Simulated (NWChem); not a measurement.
System: C$_{2}$H$_{3}$AlF$_{2}$; SMILES [CH]([Al]([F])[F])=C

The following NWChem deck was run.

```
start job
memory heap 200 mb stack 900 mb global 1100 mb
geometry units angstroms noautoz
  Al    -0.042077     0.476063     0.000000
  F     -0.970654     1.847650     0.000000
  F      1.603185     0.681895     0.000000
  C     -0.769179    -1.299832     0.000000
  C      0.049916    -2.363687     0.000000
  H     -1.850562    -1.488906     0.000000
  H     -0.326355    -3.394651     0.000000
  H      1.141501    -2.258622     0.000000
end
basis spherical
  * library def2-svpd
end
dft
  xc xpbe96 cpbe96
  iterations 150
end
tddft
  cis
  nroots 6
  notriplet
end
task tddft energy
```

Geometry: optimised at PBE0/def2-SVP.

Vertical excitations in the gas phase.

Task: What results follow from this input? (PBE/def2-SVPD, TDA.) Quantities: lowest excitation, singlet (eV); oscillator strength of that lowest state; lowest state with f > 0.02, singlet (eV); oscillator strength of that bright state; orbital gap (eV).

Result: 
```yaml
lowest excitation, singlet (eV): 5.73
oscillator_strength_of_that_lowest_state: 0.013
lowest state with f > 0.02, singlet (eV): 6.07
oscillator_strength_of_that_bright_state: 0.021
orbital gap (eV): 5.11
```
